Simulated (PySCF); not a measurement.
SMILES ClB1NB(Cl)NB(Cl)N1, singlet (PBE0/def2-SVP optimised geometry):

```
12

Cl    -2.026     2.778     0.000
B     -1.121     1.251     0.000
N      0.302     1.251     0.000
B      1.042     0.036     0.001
Cl     2.817     0.056     0.002
N      0.331    -1.197     0.002
B     -1.092    -1.230     0.001
Cl    -1.960    -2.778     0.002
N     -1.804     0.002     0.000
H      0.798     2.134     0.000
H      0.847    -2.068     0.003
H     -2.817    -0.009     0.000
```

Level of theory: PBE0/def2-TZVP run with PySCF.

**Question.** What are the frontier orbital energies and the dipole moment?

**Answer.** HOMO-2 -9.07 eV, HOMO-1 -8.57 eV, HOMO -8.57 eV, LUMO -0.03 eV, LUMO+1 -0.03 eV; dipole moment 0.00 D.

Meta-Löwdin charges at PBE0/def2-TZVP: Cl1 -0.13, B2 0.23, N3 -0.37, B4 0.23, Cl5 -0.13, N6 -0.37, B7 0.23, Cl8 -0.13, N9 -0.37, H10 0.26, H11 0.26, H12 0.26.
